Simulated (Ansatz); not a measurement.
Molecule: C3H7Si (charge 0, doublet). It need not be the lowest isomer of its formula. 
Structure (B3LYP-D3(BJ)/def2-TZVP (Ansatz, an electronic-structure program) minimum search):
SMILES: C=C[CH][SiH3]
```xyz
11

C     -2.4901    -0.2358    -0.0160
C     -1.2069     0.2554    -0.1097
C     -0.0519    -0.4790     0.1304
Si     1.6677     0.1938     0.0008
H     -2.6737    -1.2663     0.2622
H     -3.3496     0.3885    -0.2161
H     -1.0939     1.2990    -0.3938
H     -0.1882    -1.5211     0.4134
H      2.4600    -0.5563    -1.0067
H      2.3851     0.0787     1.2960
H      1.6059     1.6212    -0.3948
```
Charge 0, spin multiplicity 2.

Property: atomisation energy (electronic, to ground-state atoms), in kJ/mol. Correlated levels leave the core frozen unless marked. UHF or UKS for open shells. Spin-orbit coupling is left out. Non-relativistic unless marked X2C. The coupled-cluster limit lacks core correlation, which all-electron functionals hold. CBS marks a two-point X^-3 extrapolation of the correlation energy; Hartree-Fock from the larger set.

```csv
level,program,atomisation energy (kJ/mol)
BLYP-D3(BJ)/def2-TZVPD,Ansatz + dftd3,4086.0
```

Question: Estimate the value at CCSD(T)/CBS(aug-cc-pV(T+d)Z,aug-cc-pV(Q+d)Z) as computed with Ansatz.

Answer: 4083.1 kJ/mol, so BLYP-D3(BJ)/def2-TZVPD differs from it by 2.9 kJ/mol.
